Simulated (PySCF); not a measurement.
A calculated (MN15, PySCF 2.14, def2-TZVP, no relativity, point nucleus) atom or ion has these occupied shells.

```json
{"shell": "1s α", "electrons": "1", "orbital energy (eV)": "-292.06", "rms radius, mean of both spins (bohr)": "0.316"}
{"shell": "1s β", "electrons": "1", "orbital energy (eV)": "-291.68", "rms radius, mean of both spins (bohr)": "0.316"}
{"shell": "2s α", "electrons": "1", "orbital energy (eV)": "-28.614", "rms radius, mean of both spins (bohr)": "1.60"}
{"shell": "2s β", "electrons": "1", "orbital energy (eV)": "-26.910", "rms radius, mean of both spins (bohr)": "1.60"}
{"shell": "2p α", "electrons": "1", "orbital energy (eV)": "-20.214", "rms radius, mean of both spins (bohr)": "1.65"}
```

(1) Name the element and its charge.

Answers

(1) C⁺ (carbon, charge +1), in [He] 2s2 2p1, 2P determinant.
